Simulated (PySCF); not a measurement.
GeO2, SMILES [Ge](=[O])=[O]. Heavy atoms are numbered as in [Ge:1](=[O:2])=[O:3].

Coordinates come from a TPSSh-D3(BJ)/def2-TZVP optimisation.

These are PBE/def2-TZVPD in PySCF values and carry that method's errors.

Mulliken values depend strongly on the basis, most of all with diffuse functions as here. ESP charges are fitted to the potential on shells at 1.4 to 2.0 van der Waals radii. Atomic charges (e), one atom of each kind:

```csv
atom,IAO,Mulliken,ESP fit
Ge1,?,0.89,0.91
O2,?,-0.45,-0.45
```

Problem. Some entries are withheld; supply them. (The exact figures need the calculation; the answer reports its results.)

Solution. 
- Ge1, IAO: 1.29
- O2, IAO: -0.65
